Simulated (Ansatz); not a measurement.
`[F][In]([Cl])[SeH]` + `O[SiH3]` → `O[SiH2][SeH]` + `[F][InH][Cl]`  (formal exchange of groups at the Se–In bond)

Isolated molecules relaxed with PBE0-D4/def2-TZVP in Ansatz; ΔE leaves out vibrations. CCSD(T)/CBS is the MP2 limit (def2-TZVPP, def2-QZVPP) plus CCSD(T) − MP2 in def2-TZVPP, frozen cores. def2 core potentials past Kr. For In, Se outer-core shells are correlated without core-valence functions, which leaves a few kJ/mol of doubt a bond. Scalar relativity is left out up to krypton. One conformer a species, not always the lowest.

`[F][In]([Cl])[SeH]`:

```xyz
5

F     0.390   -1.755   -0.967
In    0.581   -0.056   -0.054
Cl    2.759    0.625    0.228
Se   -1.453    1.135    0.674
H    -2.277    0.051    0.119
```

`O[SiH3]`:

Cartesian coordinates in Å:
```
O -0.365 0.465 1.137
Si -0.056 -0.181 -0.347
H 0.364 0.866 1.611
H 0.452 0.845 -1.298
H -1.347 -0.721 -0.831
H 0.953 -1.273 -0.272
```

`O[SiH2][SeH]`:

Z-matrix (Å, degrees):
```
Si
Se 1 2.282
O 1 1.641 2 113.4
H 1 1.477 2 107.8 3 116.2
H 1 1.484 2 106.6 3 -123.6
H 2 1.468 1 92.5 3 97.5
H 3 0.959 1 117.7 2 -46.2
```

`[F][InH][Cl]`:

Z-matrix (Å, degrees):
```
In
F 1 1.939
Cl 1 2.305 2 109.3
H 1 1.688 2 121.8 3 -180.0
```

```csv
species,CCSD/def2-SVP energy (Eh)
`[F][In]([Cl])[SeH]`,-3148.82489
`O[SiH3]`,-366.32450
`O[SiH2][SeH]`,-2766.13661
`[F][InH][Cl]`,-748.99504
```

(1) Work out ΔE.

(2) What do rigid-rotor, harmonic-oscillator terms from PBE0-D4/def2-TZVP frequencies (298.15 K, 1 bar) make of the CCSD(T)/CBS value? (An estimate is asked.)

Largest T1 diagnostic among the species: 0.015.

Answers

(1) ΔE = (-2766.13661) + (-748.99504) − (-3148.82489) − (-366.32450) = 0.01774 Eh = +11.1 kcal/mol. CCSD(T)/CBS gives +8.3 kcal/mol.

(2) Computed: ΔZPE = -0.7 kcal/mol, ΔH = +7.3 kcal/mol, ΔS = 0 J/(mol·K), ΔG = +7.4 kcal/mol.

Leaving LDA and LC-ωPBE aside and taking each functional with its dispersion term where it has one, the values, not all of them listed here, spread over 2.9 kcal/mol, from B97M-V to BHLYP-D4. LDA lies −2.1 kcal/mol from PBE without D4. In def2-TZVPP, CCSD(T) changes the Hartree–Fock value by −2.0 kcal/mol (the triples alone add −0.1 kcal/mol) and MP2 by −1.5 kcal/mol. At CCSD(T), def2-SVP lies +2.8 kcal/mol from the extrapolated value and def2-TZVPP −0.1 kcal/mol.
